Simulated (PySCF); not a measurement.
# Dipole response of Mo²⁺ (molybdenum, charge +2)

[Kr] 4d4, high-spin 5D determinant. Computed with PySCF 2.14 in aug-cc-pVTZ-PP with ECP28MDF, with a scalar-relativistic core potential. Coupled (time-dependent) response in atomic units; α is the mean over directions.

```json
{"method": "BHandHLYP", "mean α (bohr³)": "9.607", "α xx, yy, zz": "9.113, 9.113, 10.59", "C₆ (like pair)": "50.78", "S(−4)": "35.22"}
```

S(−4) is the Cauchy moment in α(ω) = α(0) + S(−4) ω² + …

Spin-orbit coupling is absent.

α(iu) at BHandHLYP:

| u (hartree) | α(iu) (bohr³) |
| --- | --- |
| 0 | 9.607 |
| 0.0500 | 9.520 |
| 0.100 | 9.277 |
| 0.200 | 8.492 |
| 0.300 | 7.589 |
| 0.500 | 6.024 |
| 0.750 | 4.632 |
| 1.00 | 3.659 |
| 1.50 | 2.419 |
| 2.00 | 1.690 |
| 3.00 | 0.9321 |
| 5.00 | 0.3908 |

For an ion, C₆ is the dispersion term alone; charge-induced terms of lower order in 1/R come first.

The components differ because the open shell of this determinant is not spherical; for a pure term their mean is the scalar polarisability.

Energies and moments cover only the electrons outside the core potential.
